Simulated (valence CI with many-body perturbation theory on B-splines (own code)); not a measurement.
# Tb XV: input, log and results

Computed by relativistic CI+MBPT: five valence electrons over a frozen Dirac-Fock core [Kr] 4d10, radial functions for each j: 7 s, 7 p, 7 d, 7 f, 4 g, 2 h, with the one-electron correlation potential Σ1 (screened to all orders), the two-electron term Σ2, the three-electron term Σ3, Breit, model QED; selected single and double excitations, second order for the rest, scaled by the run's own slope (own B-spline code, finite nucleus).

Command, and the settings that its task file holds:

```sh
python run_cv.py task.json out
```

```
atom Tb  Z=65  mass_number=159  rms_radius_fm=5.0600
core [Kr] 4d10
valence 4f5
avg = 1
basis = M
breit = 1
cap = 40000
capref = 1200
cscale = 1
de = 0.0
dress = 0
eps = 2e-08
extrap = 1
h = 0.27
hh = 1
l2 = 3
lcore = 6
maxit = 60
n2 = 5
natural = 1
nlev = 45
nno = [4, 4, 4, 5, 3, 2]
nroot = 26
nsp = [3, 3, 3, 2, 1, 0]
pt2 = 1
qed = 1
rpa = 1
s1 = 1
s2 = 1
s3 = 1
screen = 1
tol = 2e-05
whole = 1
```

It took 29 min on 1 thread of Intel(R) Xeon(R) Processor @ 2.30GHz, on a shared host.

Log. The first blocks belong to the next ion, which gives the ionisation energy. Fields: 2J, parity (1 odd), roots, reference size, generating configurations, candidates as configurations/state functions, variational space P, stored matrix elements, Davidson steps; e2 is the range of second-order energies in hartree. The first line gives the box (bohr), its intervals, the orbitals and the steps of their self-consistent field. Window is the range of levels sought, series limit the energy at which the first omitted orbital would enter, core excitation an estimate of the first excitation out of the core, left out the lowest levels not solved, and shifts from estimates the range by which levels moved from their first estimate, all in cm⁻¹.

```
rmax 10.0 intervals 61 orbitals 61 references ['4f5', '4f3 5s2', '4f4 5s', '4f3 5s 5p', '4f2 5s2 5p'] scf 6 t 1.1
2J=8 par=0 roots 2 ref 62 generators 5 cand 2809/33425 P 285/3993 nnz 4.2e+06 it 12
2J=8 par=0 roots 2 ref 62 generators 14 cand 8575/134208 P 1587/19991 nnz 7.6e+07 it 13
   second order: generators 26 cand 12468/195383 e2 -0.00017 -0.00007
2J=10 par=0 roots 2 ref 49 generators 4 cand 2783/31299 P 244/3970 nnz 4.4e+06 it 9
2J=10 par=0 roots 2 ref 49 generators 16 cand 10972/168481 P 1482/20000 nnz 8e+07 it 11
   second order: generators 23 cand 12724/201770 e2 -0.00016 -0.00009
2J=12 par=0 roots 2 ref 41 generators 4 cand 2748/27093 P 321/3997 nnz 4.3e+06 it 8
2J=12 par=0 roots 2 ref 41 generators 13 cand 10832/150714 P 1841/19919 nnz 7.9e+07 it 9
   second order: generators 19 cand 10818/153920 e2 -0.00012 -0.00008
reference levels 1058, estimated 125, window 45089 1/cm; series limit 1499668, core excitation 1063565
2J=7 par=0 roots 7 ref 32 generators 5 cand 6207/170888 P 328/7989 nnz 1.2e+07 it 11
2J=7 par=0 roots 7 ref 32 generators 15 cand 23952/1125958 P 1171/28655 nnz 1.1e+08 it 17
   second order: generators 45 cand 61779/3025292 e2 -0.00431 -0.00158
2J=9 par=0 roots 7 ref 33 generators 5 cand 6198/173202 P 330/7997 nnz 1.2e+07 it 12
2J=9 par=0 roots 7 ref 33 generators 16 cand 22437/1089477 P 1183/28794 nnz 1.1e+08 it 19
   second order: generators 56 cand 59384/3092784 e2 -0.00525 -0.00191
2J=11 par=0 roots 7 ref 27 generators 4 cand 6180/159972 P 306/7991 nnz 1.2e+07 it 20
2J=11 par=0 roots 7 ref 27 generators 14 cand 21650/961445 P 1115/28374 nnz 1.1e+08 it 15
   second order: generators 52 cand 67885/3079665 e2 -0.00462 -0.00198
2J=13 par=0 roots 6 ref 20 generators 4 cand 6071/136217 P 362/7979 nnz 1.2e+07 it 11
2J=13 par=0 roots 6 ref 20 generators 12 cand 22213/868457 P 1335/29116 nnz 1.1e+08 it 13
   second order: generators 47 cand 59688/2596015 e2 -0.00386 -0.00162
2J=15 par=0 roots 5 ref 14 generators 4 cand 5775/107167 P 483/7996 nnz 1e+07 it 8
2J=15 par=0 roots 5 ref 14 generators 11 cand 20163/652315 P 1743/31014 nnz 1.2e+08 it 11
   second order: generators 42 cand 57751/2086816 e2 -0.00218 -0.00123
2J=17 par=0 roots 3 ref 9 generators 4 cand 5366/78041 P 666/7994 nnz 9.7e+06 it 5
2J=17 par=0 roots 3 ref 9 generators 11 cand 19086/490118 P 2435/32311 nnz 1.3e+08 it 9
   second order: generators 37 cand 50714/1488702 e2 -0.00087 -0.00067
2J=9 par=1 roots 4 ref 128 generators 20 cand 26873/821605 P 632/7991 nnz 9.1e+06 it 10
...
2J=3 par=1 roots 2 ref 94 generators 30 cand 41965/997522 P 3160/34950 nnz 1.2e+08 it 11
   second order: generators 64 cand 86648/2262968 e2 -0.00120 -0.00090
2J=7 par=1 roots 2 ref 132 generators 12 cand 19070/513939 P 466/7931 nnz 1.1e+07 it 9
2J=7 par=1 roots 2 ref 132 generators 23 cand 40640/1443299 P 1432/29535 nnz 1.2e+08 it 14
   second order: generators 49 cand 89706/3583752 e2 -0.00381 -0.00233
2J=19 par=0 roots 1 ref 4 generators 2 cand 4235/50986 P 737/7999 nnz 1.1e+07 it 4
2J=19 par=0 roots 1 ref 4 generators 7 cand 15680/312007 P 2354/30695 nnz 1.3e+08 it 6
   second order: generators 23 cand 46432/1072725 e2 -0.00032 -0.00032
left out: unestimated 57557, estimated 49539, shifts from estimates -144 to 157
operators 4.2
```

The Davidson iterations converged.

No measured spectrum was set against this ion. As an estimate, terms of the open shell hold to a few per cent of their energy, and close levels can change places; configurations with another count of f electrons can be misplaced by thousands of cm⁻¹. Core correlation moves these levels by up to 50000 cm⁻¹, and in measured spectra 5 to 20 % of such shifts remained as error; rates that hang on mixing are uncertain with them. Among the levels kept, up to 960 cm⁻¹ of a level comes from second order outside the variational space, and about a tenth of that is noise between levels of different J, which matters for small intervals. The lowest computed level is not the ground level that NIST lists (6H°5/2, for many ions itself from theory).

```yaml
Valence_energy: -65.37515 hartree
Ionisation_energy: "289.13 eV (NIST: 294 ± 15 eV (theoretical))"
Reference_configurations_for_the_orbitals: 4f5, 4f3 5s2, 4f4 5s, 4f3 5s 5p, 4f2 5s2 5p
Radial_orbitals: 61
Box_radius: 9.955 bohr
Largest_variational_space: 34950
Lowest_levels: 4f⁴5s ⁶I_7/2 0.0, 4f⁴5s ⁶I_9/2 2411, 4f⁴5s ⁶I_11/2 5268, 4f⁴5s ⁶I_13/2 8409, 4f⁴5s ⁶I_15/2 11706, 4f⁴5s ⁶I_17/2 15075, 4f³5s² ⁴I°_9/2 19934, 4f⁴5s ⁴I_9/2 20798, 4f⁴5s ⁶F_1/2 22659, 4f⁴5s ⁶F_3/2 23167, 4f⁴5s ⁶F_5/2 24243, 4f⁴5s ⁴I_11/2 25180, 4f³5s² ⁴I°_11/2 25594, 4f⁴5s ⁶F_7/2 26018 cm⁻¹
```
